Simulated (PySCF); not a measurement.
All of these have the formula C3H8ClFSi. Method used: TDDFT PBE0/def2-SVPD, vertical, gas phase, core orbitals frozen in the response in PySCF 2.14.0, density-fitted response routines. Geometries: GFN2-xTB; one conformer of each isolated species. Triplets are in the Tamm–Dancoff approximation.

A. `F[C@@H](C[SiH3])CCl`
B. `CC[C@H](F)[SiH2]Cl`
C. `F[Si@H](CCl)CC`
D. `C[C@@H](Cl)C[SiH2]F`

Lowest singlet levels (six at most, fewer where fewer were computed) with oscillator strengths:

1. 187 nm (f 0.012); 174 nm (f 0.004); 167 nm (f 0.003); 165 nm (f 0.012); 158 nm (f 0.003); 156 nm (f 0.007); T1 5.98 eV
2. 171 nm (f 0.003); 167 nm (f 0.008); 160 nm (f 0.033); 157 nm (f 0.025); 156 nm (f 0.002); 154 nm (f 0.048); T1 6.66 eV
3. 181 nm (f 0.001); 163 nm (f 0.008); 160 nm (f 0.011); 155 nm (f 0.034); 154 nm (f 0.002); 149 nm (f 0.087); T1 6.43 eV
4. 168 nm (f 0.002); 167 nm (f 0.003); 153 nm (f 0.004); 150 nm (f 0.008); 150 nm (f 0.007); 146 nm (f 0.013); T1 6.70 eV

Question: Which spectrum belongs to which structure?

Answer: 1 = C, 2 = D, 3 = B, 4 = A.
- A: S1 at 7.38 eV, HOMO→LUMO (78%), HOMO→LUMO+1 (9%); Löwdin shares by element: HOMO chlorine 45%, carbon 33% (atoms not listed hold the other 22%); LUMO chlorine 37%, carbon 25% or more, silicon 9% (atoms not listed hold the other 29%); HOMO -8.68 and LUMO 0.21 eV.
- B: S1 at 6.85 eV, HOMO→LUMO (98%); Löwdin shares by element: HOMO carbon 25% or more, chlorine 19%, fluorine 16%, silicon 16% (atoms not listed hold the other 24%); LUMO silicon 31%, chlorine 24%, hydrogen 10% or more, carbon 9% or more (atoms not listed hold the other 27%); HOMO -8.35 and LUMO -0.10 eV.
- C: S1 at 6.62 eV, HOMO→LUMO (94%); Löwdin shares by element: HOMO chlorine 50%, carbon 27% or more, silicon 10%; LUMO chlorine 32%, silicon 19%, carbon 17% or more, fluorine 8% (atoms not listed hold the other 23%); HOMO -8.21 and LUMO -0.10 eV.
- D: S1 at 7.26 eV, HOMO→LUMO (71%), HOMO-1→LUMO (9%); Löwdin shares by element: HOMO chlorine 57%, carbon 19% or more, silicon 6% (atoms not listed hold the other 19%); LUMO chlorine 24%, silicon 24%, carbon 12% or more, hydrogen 8% or more (atoms not listed hold the other 33%); HOMO -8.67 and LUMO 0.12 eV.
A and D have S1 within 0.13 eV of each other; their strongest listed levels stand at 8.50 eV (f 0.013) and 8.07 eV (f 0.048).

Without π bonds the low states are Rydberg-like; a valence basis with one diffuse set may place them up to an eV too high.
